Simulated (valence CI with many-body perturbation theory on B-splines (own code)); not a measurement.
Results of a calculation; reference values are marked as such.
# Level structure of Ba²⁴⁺

Method: relativistic CI+MBPT: four valence electrons over a frozen Dirac-Fock core [Ar] 3d10, radial functions for each j: 11 s, 11 p, 9 d, 7 f, 5 g, 2 h, 1 i, with the one-electron correlation potential Σ1 (screened to all orders), the two-electron term Σ2, the three-electron term Σ3, Breit, model QED; selected single and double excitations, second order for the rest (own B-spline code, finite nucleus).

No measured levels were compared; by estimate levels hold to about 250 cm⁻¹ or 0.2 % of their energy and the worst to 1 %, as in measured heavy ions of charge 2 to 7; those with d or f electrons hold less well.

Levels 46 to 71 of 71, with energies above the lowest level, (4s^2 4p1/2^2) J=0. "Leading %" is the weight of the configuration and term that name the level; weights of strongly mixed levels are sums over their largest components and can fall short. In the jj column 3d3/2^4 stands for four electrons in 3d with j = 3/2.

| No. | Configuration | Term | J | E (cm⁻¹) | Leading % | Leading jj | g |
| --- | --- | --- | --- | --- | --- | --- | --- |
| 46 | 4s.4p2.4d | 5D | 3 | 1536100 | 35 | 4s 4p1/2 4p3/2 4d5/2 (55 %) | 1.321 |
| 47 | 4s.4p2.4d | 5P | 1 | 1538500 | 66 | 4s 4p1/2 4p3/2 4d3/2 (78 %) | 2.221 |
| 48 | 4s.4p2.4d | 3G | 3 | 1543000 | 55 | 4s 4p1/2 4p3/2 4d3/2 (79 %) | 0.882 |
| 49 | 4s.4p2.4d | 3P | 2 | 1544000 | 43 | 4s 4p1/2 4p3/2 4d3/2 (41 %) | 1.151 |
| 50 | 4s.4p2.4d | 3D | 1 | 1547800 | 28 | 4s 4p1/2 4p3/2 4d5/2 (39 %) | 0.928 |
| 51 | 4s.4p2.4d | 3G | 4 | 1575000 | 26 | 4s 4p1/2 4p3/2 4d5/2 (45 %) | 1.174 |
| 52 | 4s.4p2.4d | 3G | 4 | 1591300 | 37 | 4s 4p1/2 4p3/2 4d5/2 (84 %) | 1.105 |
| 53 | 4s.4p2.4d | 3D | 1 | 1593400 | 74 | 4s 4p1/2 4p3/2 4d3/2 (78 %) | 0.710 |
| 54 | 4s.4p2.4d | 3P | 0 | 1596300 | 42 | 4p3/2^4 (45 %) |  |
| 55 | 4s.4p2.4d | 3D | 3 | 1597300 | 47 | 4s 4p1/2 4p3/2 4d5/2 (65 %) | 1.192 |
| 56 | 4s.4p2.4d | 3D | 3 | 1602600 | 43 | 4s 4p1/2 4p3/2 4d5/2 (65 %) | 1.196 |
| 57 | 4s.4p2.4d | 3D | 1 | 1616500 | 69 | 4s 4p1/2 4p3/2 4d5/2 (79 %) | 0.695 |
| 58 | 4s.4p2.4d | 3F | 2 | 1626200 | 45 | 4s 4p1/2 4p3/2 4d3/2 (60 %) | 0.911 |
| 59 | 4s.4p2.4d | 3P | 0 | 1628000 | 83 | 4s 4p1/2 4p3/2 4d3/2 (64 %) |  |
| 60 | 4s.4p2.4d | 3F | 2 | 1640700 | 36 | 4s 4p1/2 4p3/2 4d5/2 (47 %) | 0.960 |
| 61 | 4s.4p2.4d | 3F | 3 | 1641700 | 40 | 4s 4p1/2 4p3/2 4d5/2 (64 %) | 1.083 |
| 62 | 4s.4p2.4d | 3P | 0 | 1642500 | 38 | 4s 4p1/2 4p3/2 4d5/2 (51 %) |  |
| 63 | 4s.4p2.4d | 3P | 1 | 1647100 | 46 | 4s 4p1/2 4p3/2 4d5/2 (76 %) | 1.442 |
| 64 | 4s.4p2.4d | 3D | 2 | 1651000 | 63 | 4s 4p1/2 4p3/2 4d5/2 (69 %) | 1.163 |
| 65 | 4s.4p2.4d | 3D | 1 | 1653300 | 37 | 4s 4p3/2^2 4d3/2 (35 %) | 1.070 |
| 66 | 4s.4p2.4d | 3F | 4 | 1654300 | 50 | 4s 4p3/2^2 4d5/2 (78 %) | 1.265 |
| 67 | 4s.4p2.4d | 3D | 2 | 1662000 | 52 | 4s 4p1/2 4p3/2 4d5/2 (41 %) | 1.254 |
| 68 | 4s.4p2.4d | 3G | 5 | 1667000 | 65 | 4s 4p3/2^2 4d5/2 (85 %) | 1.262 |
| 69 | 4s.4p2.4d | 3D | 3 | 1684000 | 43 | 4s 4p3/2^2 4d3/2 (57 %) | 1.309 |
| 70 | 4s.4p2.4d | 3P | 2 | 1691200 | 31 | 4s 4p3/2^2 4d3/2 (44 %) | 1.326 |
| 71 | 4s.4p2.4d | 3P | 1 | 1694300 | 33 | 4s 4p3/2^2 4d3/2 (54 %) | 1.493 |

Where two levels of one J and parity lie close, their mixing, g and order are uncertain.
